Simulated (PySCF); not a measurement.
**Stationary points of CBr₃**

These are results of PySCF, PBE0, basis C def2-SVP, Br def2-SVP (no relativity, density fitting), not measurements.

Relaxations began from a few typed shapes; open shells are unrestricted. The search is not exhaustive: other isomers or separated fragments can lie lower, and high-lying points may rest on an excited occupation.

```
   spin  group              bonds               angles  imaginary modes (cm⁻¹)  ΔE (kJ/mol)  ΔE with ZPE (kJ/mol)
doublet    C3v  C–Br 1.862 Å (×3)  Br–C–Br 118.2° (×3)                    none          0.0                   0.0
doublet    D3h  C–Br 1.851 Å (×3)  Br–C–Br 120.0° (×3)                    168i          1.8                     –
```

The lowest minimum found is the doublet C3v: C–Br 1.862 Å (×3); Br–C–Br 118.2° (×3).
